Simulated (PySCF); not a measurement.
Species: N,N-diethylpropionamide, C₇H₁₅NO.
Bonds: C1–C2, C2–C3, C3–O4 (double), C3–N5, N5–C6, C6–C7, N5–C8, C8–C9. Hydrogens: H10, H11, H12 on C1; H13, H14 on C2; H15, H16 on C6; H17, H18, H19 on C7; H20, H21 on C8; H22, H23, H24 on C9.

Computed, not measured: PBE0-D3(BJ)/def2-SVP geometry optimisation, gas phase in PySCF.

(1) What internal coordinates does the optimisation give?

Results:

(1) 
```csv
bond,length (bohr),order
C1–C2,2.865,single
C2–C3,2.875,single
C3=O4,2.304,double
C3–N5,2.584,single
N5–C6,2.736,single
C6–C7,2.876,single
N5–C8,2.745,single
C8–C9,2.872,single
"C1–H10, C1–H11, C1–H12",2.077,single
"C2–H13, C2–H14",2.085,single
"C6–H15, C6–H16",2.081,single
"C7–H17, C7–H18, C7–H19",2.080,single
"C8–H20, C8–H21",2.080,single
"C9–H22, C9–H23, C9–H24",2.080,single
```

Bonds in one row agree within 0.02 bohr and their mean is given. Orders are formal, as drawn. A selection of angles:
```csv
angle,degrees
C2–C1–H10,110.9
H10–C1–H11,106.8
H10–C1–H12,108.5
C1–C2–C3,111.9
C1–C2–H13,110.4
C1–C2–H14,110.8
C3–C2–H13,108.4
C3–C2–H14,109.6
H13–C2–H14,105.5
C2–C3–O4,121.2
C2–C3–N5,117.5
O4–C3–N5,121.4
C3–N5–C6,124.6
C3–N5–C8,117.7
C6–N5–C8,117.7
N5–C6–C7,113.8
N5–C6–H15,109.6
N5–C6–H16,107.8
C7–C6–H15,110.2
H15–C6–H16,105.4
C6–C7–H17,110.8
H17–C7–H18,107.8
N5–C8–C9,112.9
N5–C8–H20,107.6
C9–C8–H20,109.7
C9–C8–H21,110.8
H20–C8–H21,107.6
C8–C9–H22,111.6
C8–C9–H23,109.8
H22–C9–H23,108.5
```

Torsions: C1–C2–C3–O4 6° (synperiplanar); C2–C3–N5–C6 0° (synperiplanar); C3–N5–C6–C7 95° (anticlinal); C3–N5–C8–C9 88° (synclinal). The mirror-image conformer, all signs reversed, is as good.

N5 (amide nitrogen) is planar (angles 124.6°, 117.7° and 117.7°, sum 360.0°, 0.00 Å off the plane of its three neighbours). Of the pairs four or more bonds apart, O4···H20 is among the closest relative to their van der Waals radii: 2.33 Å, 86 % of the sum of Bondi's values. The 3 C–N bonds span 1.367 Å (C3–N5, drawn single) to 1.453 Å (N5–C8, drawn single), a spread of 0.086 Å.

Point group: C1 (no symmetry element, even within 0.4 Å). Stationary, but not proved a minimum. One conformer, not necessarily the lowest.
